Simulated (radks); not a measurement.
Ar IV, configuration [He] 2s2 2p5.5 3s2 3p3 3d0.5 (fractional occupations, a model configuration).

All-electron calculation, Dirac Kohn-Sham, exchange-only LDA, spin-unpolarised, spherical densities, point nucleus; open shells fill j = l - 1/2 first. Program: a radial shooting solver on a logarithmic mesh with Libxc functionals.

Energy parts (eV):
total: -14113.225
kinetic: 14217.065
electron-nucleus: -32998.010
Hartree: 5376.693
exchange: -708.972

Orbitals (lengths in bohr, moments of r in powers of bohr; r(90%) holds 90 % of the orbital's charge):
orbital  occ.  eigenvalue (eV)      <r>  r(90%)
1s1/2       2        -3180.227  0.08592   0.153
2s1/2       2        -355.5890   0.4107   0.641
2p1/2       2        -292.5470   0.3693   0.611
2p3/2     3.5        -290.2405   0.3716   0.614
3s1/2       2         -66.5830    1.265    1.88
3p1/2       2         -51.0913    1.353    2.06
3p3/2       1         -50.8200    1.359    2.07
3d3/2     0.5         -28.2386    1.599    2.58
3d5/2       0         -28.2176    1.600    2.58

The highest occupied level is 3d3/2 at -28.239 eV. Summed over all electrons, <r^2> = 12.99 bohr^2, which gives a Langevin (diamagnetic) susceptibility term of -10.3 x 10^-6 cm^3/mol.
